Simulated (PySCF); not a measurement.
**A survey of $^{15}$N NMR shifts**

- shielding tensors at PBE0/pcSseg-1 (GIAO)
- coordinates at the GFN2-xTB level
- program: PySCF 2.14.0 with density-fitted response routines
- single conformer, non-relativistic, isolated molecule, rapidly exchanging positions averaged

Shieldings were converted by a linear fit to measured shifts: $^{15}$N: δ = -148.07 − 0.921σ (rms 6.3 ppm, 71 shifts vs CH3NO2, solution or neat liquid). Occasional misses reach two or three times the rms, and more in compound classes unlike the fitted ones.

(1) Give the $^{15}$N shifts of `C=C[C@@H](C#N)O[SiH2]C#N`.

(2) Match the shifts -85.4, -116.3, -209.7, -230.8, -280.6, -312.5 ppm to `C=P1(n2cccc2)CCC1`, `NC(=O)C#CC(F)F`, `COC[C@@H](CC#N)OC`, `N#C[C@@]1(F)[SiH2][C@H]1F`, `C=CCn1cc(C)pc1C`, `C[C@@H](CN)CC(=O)C=O`.

Answers

(1) 
```json
{"compound": "[CH2:1]=[CH:2][C@@H:3]([C:4]#[N:5])[O:6][SiH2:7][C:8]#[N:9]", "environment": "N9: nitrile nitrogen", "δ (ppm)": "-58.2"}
{"compound": "[CH2:1]=[CH:2][C@@H:3]([C:4]#[N:5])[O:6][SiH2:7][C:8]#[N:9]", "environment": "N5: nitrile nitrogen", "δ (ppm)": "-106.0"}
```

(2) -85.4: N#C[C@@]1(F)[SiH2][C@H]1F (nitrile nitrogen); -116.3: COC[C@@H](CC#N)OC (nitrile nitrogen); -209.7: C=CCn1cc(C)pc1C (pyrrole-type ring nitrogen); -230.8: C=P1(n2cccc2)CCC1 (pyrrole-type ring nitrogen); -280.6: NC(=O)C#CC(F)F (amide-type nitrogen); -312.5: C[C@@H](CN)CC(=O)C=O (amine nitrogen).
